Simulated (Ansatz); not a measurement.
Mg₃Te₃, relaxed as a singlet with RKS PBE0-D4/def2-SVP in Ansatz, starting from the GFN1-xTB geometry. Force threshold 0.02 eV/Å.

In the def2 sets Te takes a core potential; there is no spin–orbit coupling. The structure comes from a short search, and lower isomers may exist.

Start:

```xyz
6

Mg    1.851   -2.245   -1.202
Mg   -0.134    2.334   -2.105
Mg   -1.083   -0.050    2.117
Te    0.326    0.015   -0.636
Te    0.381   -2.000    1.307
Te   -1.340    1.947    0.519
```

```tsv
step	energy (eV)	largest force component (eV/Å)	SCF passes
1	-38202.3783	2.106	17
2	-38203.0853	0.560	32
3	-38203.2888	0.707	28
4	-38203.6734	1.208	31
5	-38204.1612	1.475	26
6	-38204.6698	1.519	27
7	-38205.2544	1.386	26
8	-38205.8640	1.069	27
9	-38206.3831	0.589	24
10	-38206.7485	0.549	25
11	-38206.9531	0.445	25
12	-38207.0863	0.308	25
13	-38207.2178	0.424	24
14	-38207.3796	0.414	24
15	-38207.5112	0.268	23
16	-38207.6075	0.123	22
17	-38207.6245	0.010	22
```

Force components are those of the run's own axes.

End:

```xyz
6

Mg    1.0927   -1.5247   -0.5770
Mg   -0.2409    1.5450   -1.1860
Mg   -0.8479   -0.0197    1.7577
Te    1.2810    0.0232   -2.6882
Te    0.3707   -2.3439    1.8094
Te   -1.6555    2.3200    0.8841
```

Bonds lost: Mg3–Te4, Te4–Te5, Te4–Te6 (atoms count from 1).

No frequencies were taken in this run, so the end may be a saddle point.

Hardware: 4 threads of Arm Neoverse V2 on a shared host. Wall time 56 s.
